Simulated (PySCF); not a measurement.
Method: TPSSh-D3(BJ)/def2-TZVP // B3LYP-D3(BJ)/def2-SVP (PySCF 2.14.0). Gas-phase values, no solvent. One relaxed conformer stands for a flexible species; it need not be the lowest. Excitations are Tamm–Dancoff values on a coarser integration grid. The basis has no diffuse functions, so Rydberg states are missing or too high.

Reference species (SMILES): `Bc1cc2ccsc2cc1C=C` (neutral, multiplicity 1).

| Quantity | Result |
|---|---|
| brightest of the four lowest singlets (TDA) | 4.55 eV |
| S1 oscillator strength | 0.059 |
| S1 excitation (TDA) | 3.49 eV |

Changed species: `Bc1cc2cccc(C=C)c2s1`.

Q: Predict the effect on the brightest of the four lowest singlets (TDA), S1 oscillator strength and S1 excitation (TDA).

A: the brightest of the four lowest singlets (TDA) stays essentially unchanged; the S1 oscillator strength stays essentially unchanged; the S1 excitation (TDA) falls by 0.29 eV, to 3.20 eV.
